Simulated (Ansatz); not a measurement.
`C[SiH2][SiH2]CF` → `C[SiH2][SiH2]F` + `[CH2]` (triplet) at 600 K and 1 bar (formal loss of a carbene).

Calculated with Ansatz (gas phase, PBE0-D4/def2-TZVP geometries, no zero-point term in ΔE). CBS: MP2 limit from def2 TZ/QZ plus the TZ coupled-cluster correction, frozen cores. This one scheme is used for every species. Triplets are unrestricted, without spin–orbit coupling. One conformer a species, not always the lowest.

```json
{"species": "`C[SiH2][SiH2]CF`", "CCSD(T)/CBS energy (Eh)": "-759.46225", "H − E (kJ/mol)": "343.0", "S (J/(mol·K))": "509.2"}
{"species": "`C[SiH2][SiH2]F`", "CCSD(T)/CBS energy (Eh)": "-720.27653", "H − E (kJ/mol)": "257.6", "S (J/(mol·K))": "447.5"}
{"species": "`[CH2]` (triplet)", "CCSD(T)/CBS energy (Eh)": "-39.09499", "H − E (kJ/mol)": "66.5", "S (J/(mol·K))": "220.8"}
```

H − E and S are ideal-gas, rigid-rotor, harmonic terms from PBE0-D4/def2-TZVP, for one conformer and one mirror image of each species, with the whole ground term of open shells counted as degenerate. 1 Eh = 2625.50 kJ/mol, R = 8.31446 J/(mol·K).

By hand: ΔE, ΔH, ΔS and ΔG.

ΔE = (-720.27653) + (-39.09499) − (-759.46225) = 0.09073 Eh = 238.2 kJ/mol. Δ(H − E) = 257.6 + 66.5 − 343.0 = -18.9, so ΔH = 219.3 kJ/mol. ΔS = 447.5 + 220.8 − 509.2 = 159.1 J/(mol·K). ΔG = 219.3 − 600 × (159.1)/1000 = 123.8 kJ/mol.

By hand: the equilibrium constant, and the temperature at which ΔG would vanish if ΔH and ΔS stayed fixed.

log₁₀ K = −ΔG/(RT ln 10) = -10.8. ΔG = 0 at ΔH/ΔS = 1378 K.

The number of gas molecules changes by +1, which sets the sign of ΔS. A doubt of 5 kJ/mol in ΔE shifts log₁₀ K by 0.4 here. Other conformers and mirror images would add mixing entropy, several J/(mol·K) or more a flexible species. Modes under 60 cm⁻¹, often nearly free rotors, make the harmonic entropy too high. A triplet takes part, so the spin changes. These are equilibria of isolated gas molecules and say nothing of rates. Largest T1 diagnostic: 0.012 (customary marks: 0.02 for closed shells, 0.045 for open ones).
